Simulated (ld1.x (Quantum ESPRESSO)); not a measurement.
PBEsol TM dataset for Li (Z = 3), scalar-relativistic all-electron reference.

Input for ld1.x (Quantum ESPRESSO) 7.5:

```
&input
   title='Li', zed=3., rel=1, dft='PBESOL', iswitch=3,
   config='[He] 2s1 2p0',
   nld=2, rlderiv=4.55, eminld=-2.0, emaxld=5.0, deld=0.02
 /
 &inputp
   pseudotype=2, tm=.true., lloc=0,
   nlcc=.true., rcore=1.95,
   file_pseudopw='Li.UPF', file_wfcaegen='ae.wfc', file_wfcncgen='nc.wfc', file_beta='beta', file_chi='chi'
 /
2
2P  2  1   0.00   0.00  4.20  4.20  0.0
2S  1  0   1.00   0.00  2.10  2.10  0.0
 &test
   configts(1)='2s1 2p0'
 /
```

Command:

```bash
ld1.x < Li.in > Li.out
```

Output (shortened: banner, matrices, multipoles, cross overlaps and the repeated all-electron block are left out):

```
Program LD1 v.7.5
     --------------------------- All-electron run ----------------------------

     Li
     scalar relativistic calculation

     atomic number is  3.00
     dft =PBESOL   lsd =0 sic =0 latt =0  beta=0.20 tr2=1.0E-14
     Exchange-correlation= PBESOL
                           (   1   4  10   8   0   0   0)
     mesh =1017 r(mesh) =  99.62247 a.u. xmin = -7.00 dx = 0.01250
     1 Ry =  13.60569312 eV, c = 137.03599908

     n l     nl                  e(Ry)          e(Ha)          e(eV)
     1 0     1S 1( 2.00)        -3.7758        -1.8879       -51.3727
     2 0     2S 1( 1.00)        -0.2074        -0.1037        -2.8219
     2 1     2P 1( 0.00)        -0.0776        -0.0388        -1.0556

     final scf error:  4.1E-15 reached in  25 iterations

     Etot =     -14.775692 Ry,      -7.387846 Ha,    -201.033535 eV

     Ekin =      14.658805 Ry,       7.329402 Ha,     199.443199 eV
     Encl =     -34.025572 Ry,     -17.012786 Ha,    -462.941493 eV
     Eh   =       8.019745 Ry,       4.009872 Ha,     109.114184 eV
     Exc  =      -3.428669 Ry,      -1.714335 Ha,     -46.649425 eV

     normalization and overlap integrals

     s(1S/1S) =  1.000000  <r> =   0.5839  <r2> =    0.4685  r(max) =   0.3638
     s(2S/2S) =  1.000000  <r> =   3.9452  <r2> =   18.5119  r(max) =   3.1626
     s(2P/2P) =  1.000000  <r> =   5.0742  <r2> =   31.8037  r(max) =   3.9114

     ------------------------ End of All-electron run ------------------------

     --------------------- Generating NC pseudopotential ---------------------

      Generating local pot.: lloc=0, matching radius rcloc =   2.1000

      Computing core charge for nlcc:

       r > 1.97 : true rho core
       r < 1.97 : rho core = a sin(br)/r    a=   0.05  b=   1.42

      Integrated core pseudo-charge :   0.08

      Wfc   2P  rcut= 4.164  Using Troullier-Martins method

     ------------------- End of pseudopotential generation -------------------

     Computing logarithmic derivative in   4.57294
     Computing logarithmic derivative in   4.57294
     Computing the partial wave expansion
       no projector for channel:   0
     R is outside the sphere for l=    1 j= 0.00

     ---------------------- Testing the pseudopotential ----------------------

     Li
     scalar relativistic calculation

     atomic number is  3.00   valence charge is  1.00
     dft =PBESOL   lsd =0 sic =0 latt =0  beta=0.20 tr2=1.0E-14
     mesh =1017 r(mesh) =  99.62247 xmin = -7.00 dx = 0.01250

     n l     nl             e AE (Ry)        e PS (Ry)    De AE-PS (Ry)
     1 0     2S   1( 1.00)       -0.20741       -0.20741       -0.00000
     2 1     2P   1( 0.00)       -0.07758       -0.07758        0.00000

     eps = 7.6E-15  iter = 19

     Etot =     -14.775692 Ry,      -7.387846 Ha,    -201.033535 eV
     Etotps =    -0.397770 Ry,      -0.198885 Ha,      -5.411930 eV

     Ekin =       0.137322 Ry,       0.068661 Ha,       1.868362 eV
     Encl =      -0.528900 Ry,      -0.264450 Ha,      -7.196052 eV
     Ehrt =       0.229580 Ry,       0.114790 Ha,       3.123600 eV
     Ecxc =      -0.235772 Ry,      -0.117886 Ha,      -3.207840 eV
     (Ecc =      -0.019404 Ry,      -0.009702 Ha,      -0.264011 eV)

     ---------------------- End of pseudopotential test ----------------------
```

Generation and configuration tests took about 0.48 s on one core of a shared server CPU.

Transferability test of the new file with ld1.x, input:

```
&input
   title='Li', zed=3., rel=1, dft='PBESOL', iswitch=2,
   config='[He] 2s1 2p0'
 /
 &test
   file_pseudo='Li.UPF', nconf=3,
   configts(1)='2s1 2p0',
   configts(2)='2s0.5 2p0',
   configts(3)='2s0 2p1'
 /
```

```bash
ld1.x < Li.test.in > Li.test.out
```

Pseudopotential blocks of its output, shortened (energy terms left out):

```
     ---------------------- Testing the pseudopotential ----------------------

     n l     nl             e AE (Ry)        e PS (Ry)    De AE-PS (Ry)
     1 0     2S   1( 1.00)       -0.20741       -0.20741       -0.00000
     2 1     2P   1( 0.00)       -0.07758       -0.07758       -0.00000

     eps = 1.0E-14  iter = 17

     Etot =     -14.775692 Ry,      -7.387846 Ha,    -201.033535 eV
     Etotps =    -0.397769 Ry,      -0.198885 Ha,      -5.411928 eV

     ---------------------- End of pseudopotential test ----------------------

          ---------------------- Testing the pseudopotential ----------------------

     n l     nl             e AE (Ry)        e PS (Ry)    De AE-PS (Ry)
     1 0     2S   1( 0.50)       -0.38573       -0.38526       -0.00046
     2 1     2P   1( 0.00)       -0.24021       -0.23889       -0.00133

     eps = 3.4E-15  iter = 15

     Etot =     -14.627730 Ry,      -7.313865 Ha,    -199.020408 eV
     Etotps =    -0.249842 Ry,      -0.124921 Ha,      -3.399272 eV
     dEtot_ae =       0.147962 Ry
     dEtot_ps =       0.147927 Ry,   Delta E=       0.000035 Ry

     ---------------------- End of pseudopotential test ----------------------

          ---------------------- Testing the pseudopotential ----------------------

     n l     nl             e AE (Ry)        e PS (Ry)    De AE-PS (Ry)
     1 0     2S   1( 0.00)       -0.24174       -0.24306        0.00132
     2 1     2P   1( 1.00)       -0.11304       -0.11325        0.00021

     eps = 7.6E-15  iter =  8

     Etot =     -14.646250 Ry,      -7.323125 Ha,    -199.272389 eV
     Etotps =    -0.267777 Ry,      -0.133889 Ha,      -3.643294 eV
     dEtot_ae =       0.129442 Ry
     dEtot_ps =       0.129992 Ry,   Delta E=      -0.000550 Ry

     ---------------------- End of pseudopotential test ----------------------
```
